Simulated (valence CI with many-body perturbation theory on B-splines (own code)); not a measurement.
Sensitivity of CI+MBPT for La XXXVI

Calculated by configuration interaction combined with many-body perturbation theory (CI+MBPT): four valence electrons over a frozen Dirac-Fock core [Ar], radial functions for each j: 6 s, 6 p, 5 d, 5 f, 1 g, with the one-electron correlation potential Σ1 (screened to all orders), the two-electron term Σ2, the three-electron term Σ3, Breit, model QED; selected single and double excitations, second order for the rest, scaled by the run's own slope (own B-spline code, finite nucleus).

The last digits are not significant, and no measured levels were compared; by estimate large intervals hold to a few tenths of a per cent, small ones and those within an open d or f shell to about a per cent. Only levels of the ground parity were solved; by the run's estimate the other parity begins above the list, which can be wrong where configurations are misplaced.

The reference run has the lowest level (3d3/2^4) J=0 and an ionisation energy of 2376.84 eV. Its largest variational space holds 8174 state functions.

Levels are named by their leading jj configuration (3d3/2^4 stands for four electrons in 3d with j = 3/2), which in mixed levels can hold well under half, so a name can repeat and another be missing. Letters in brackets count levels of one name in rising energy.

Changed runs:
A. scale of Σ1 1 → 0.8
B. shift of the energy in Σ1 (hartree) 0 → 8.45
C. scale of Σ1 1 → 0; scale of Σ2 1 → 0; three-electron term on → off; box radius (bohr) 3.1836 → 2.84
D. start configuration 3d4 → 4d4 (bad on purpose)

Excitation energies of the reference run in cm⁻¹, and shifts in cm⁻¹:

```
                    Level  Reference      A      B       C
      (3d3/2^3 3d5/2) J=1     115217   -192   +612   -4440
      (3d3/2^3 3d5/2) J=2     174988   -250   +780   -4453
      (3d3/2^3 3d5/2) J=4     186913   -208   +630   -3094
      (3d3/2^3 3d5/2) J=3     200809   -251   +768   -3514
    (3d3/2^2 3d5/2^2) J=0     285979   -382  +1176   -4182
(3d3/2^2 3d5/2^2) J=4 [a]     300073   -393  +1219   -7331
(3d3/2^2 3d5/2^2) J=2 [a]     312688   -350  +1052   -3661
(3d3/2^2 3d5/2^2) J=3 [a]     317103   -377  +1146   -4691
    (3d3/2^2 3d5/2^2) J=5     340293   -394  +1199   -6922
    (3d3/2^2 3d5/2^2) J=1     353490   -413  +1247   -3406
    (3d3/2^2 3d5/2^2) J=6     357456   -400  +1215   -7777
(3d3/2^2 3d5/2^2) J=4 [b]     382590   -411  +1231   -3050
   Ionisation energy (eV)    2376.84  -0.51  +0.45  -10.70
```

Run D: It gave no result: the start configuration must fill the lowest shells above the core. The program said: "4d is not the lowest shell of its kind above the core".
